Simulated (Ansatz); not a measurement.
`CC[Se][SiH2]C` + HCl → `C[SiH2]Cl` + `CC[SeH]`  (ligand exchange at the Si–Se bond)

Gas-phase electronic energies from Ansatz, PBE0-D4/def2-TZVP geometries. CBS: MP2 limit from def2 TZ/QZ plus the TZ coupled-cluster correction, frozen cores. This one scheme is used for every species. DFT in def2-TZVPP. B3LYP here is the variant with VWN-RPA as its local correlation; programs differ in this. For Se outer-core shells are correlated without core-valence functions, which leaves a few kJ/mol of doubt a bond. Scalar relativity is left out up to krypton. One conformer a species, not always the lowest.

CCSD(T)/CBS gives -35.7 kJ/mol.

(1) Another level gave -48.3 kJ/mol. Which?
A. B2PLYP/def2-TZVPP
B. PBE/def2-TZVPP
C. B3LYP/def2-TZVPP
D. PBE0-D4/def2-TZVPP

Largest T1 diagnostic among the species: 0.009.

Answers

(1) C. B3LYP -48.3, B2PLYP -44.1, PBE -39.0, PBE0-D4 -34.7 kJ/mol.

The D4 term adds +9.6 kJ/mol with B3LYP and +5.6 kJ/mol with PBE0; it sums over pairs of atoms, weighted by their polarisabilities, and B3LYP, whose exchange is more repulsive, gets the larger term. In def2-TZVPP, CCSD(T) changes the Hartree–Fock value by +19.6 kJ/mol (the triples alone add +3.0 kJ/mol) and MP2 by +20.8 kJ/mol.
